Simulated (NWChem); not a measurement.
System: SiH2BrCl; SMILES Br[SiH2]Cl

```xyz
5

Si    -0.8376     0.5837     0.0000
Cl     0.5040     2.1433     0.0000
Br     0.2307    -1.3566     0.0000
H     -1.6587     0.6628     1.2331
H     -1.6587     0.6628    -1.2331
```
Atoms are numbered in this order, from 1.

Level: PBE0/def2-SVP (NWChem), optimised geometry, unscaled harmonic frequencies. This build's default masses of Se (78.918 u) and Br (79.917 u) are each other's, which moves their modes by up to 0.6 %.

```csv
frequency (cm⁻¹),IR intensity (km/mol)
153,1.8
435,45.2
571,29.0
575,98.7
699,1.4
867,280.7
942,118.7
2278,63.6
2293,87.5
```

| Item | Value |
|---|---|
| zero-point energy | 12.6 kcal/mol |
| thermal correction to the enthalpy at 298.15 K (with zero-point energy) | 15.9 kcal/mol |
| heat capacity Cv | 13.3 cal/(mol K) |
| entropy at 298.15 K and 1 atm (symmetry number 1) | 72.7 cal/(mol K) |
| dipole moment | 1.28 D |

Rigid rotor and harmonic oscillator.
